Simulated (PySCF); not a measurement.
## Static response to an electric field

C4H7OPSSi.
Geometry (GFN2-xTB, Å), atoms numbered from 1 in this order:
```xyz
15
C4H7OPSSi angstrom
C     -2.785    0.991    0.277
O     -2.396   -0.342    0.044
C     -1.077   -0.602   -0.006
C     -0.581   -1.846   -0.246
P      1.168   -2.025   -0.279
C      1.488   -0.371    0.040
Si     3.196    0.411    0.185
S      0.103    0.649    0.236
H     -2.419    1.346    1.246
H     -2.408    1.654   -0.509
H     -3.873    0.993    0.271
H     -1.245   -2.678   -0.407
H      3.937   -0.277    1.242
H      3.887    0.284   -1.099
H      2.999    1.822    0.519
```

Level: PBE0/def2-SVPD (PySCF), static field, nuclei fixed, core orbitals frozen in the response. The polarisability tensor in these axes (au):

```
x   155.54  -3.85  -0.68
y    -3.85 128.35   8.86
z    -0.68   8.86  83.34
```

Give the principal values, the mean and the anisotropy Δα = √{½[(α1 − α2)² + (α2 − α3)² + (α1 − α3)²]}.

Principal values 81.66, 129.45 and 156.13 au; mean 122.41 au = 18.14 Å³ = 20.18 × 10⁻⁴⁰ C²·m²/J; Δα = 65.35 au (53 % of the mean).

What is the dipole moment, and where does it point?

(-1.81, 1.91, 0.34) D, 2.65 D in size, pointing from the negative to the positive side. Measured along this direction, the outermost atoms are H13 at the negative end and H11 at the positive end.

Directions of the eigenvectors, and the extent of the frame along each?

Largest value along (0.99, -0.15, -0.03), where the nuclei span 7.88 Å; middle along (0.15, 0.97, 0.18), 5.17 Å; least along (0.00, -0.19, 0.98), 2.41 Å. The response follows the extents in order.

What depolarisation ratio follows for Rayleigh scattering of linearly polarised light, taking the static tensor?

ρ = 3Δα²/(45ᾱ² + 4Δα²) = 12810.0/(674316 + 17080.0) = 0.0185.

Traceless (Buckingham) quadrupole moment about the centre of nuclear charge: eigenvalues?

-5.58, -2.01, 7.58 D·Å. The values depend on the origin, since the dipole doesn't vanish. The electronic extent ⟨r²⟩ about the same centre is 1778 bohr², a root-mean-square distance of 2.43 Å for the 84 electrons.

Find the Langevin capture rate constant for O2+ (31.990 u) meeting this molecule (161.972 u), k = 2.342 × 10⁻⁹ cm³/s × √(α in Å³ / reduced mass in u).

The reduced mass is 26.71 u, so k = 1.93 × 10⁻⁹ cm³/s. The formula leaves out the permanent dipole, which adds to the capture rate.

What would n − 1 = 2πNα be for an ideal gas of these molecules at 273.15 K and 1 atm, electronic part alone?

N = p/kT = 2.6868 × 10¹⁹ cm⁻³, so n − 1 = 2π × N × 18.14 × 10⁻²⁴ cm³ = 3062 × 10⁻⁶ at long wavelengths, for an ideal gas.

Geometry: GFN2-xTB, one conformer, isolated molecule. GFN2-xTB frequencies show an imaginary mode (62i cm⁻¹), so this geometry is no minimum at that level.

The run behind these numbers computed excited states as well. Rough CPU time on one thread of a shared machine: about 1.7 min.
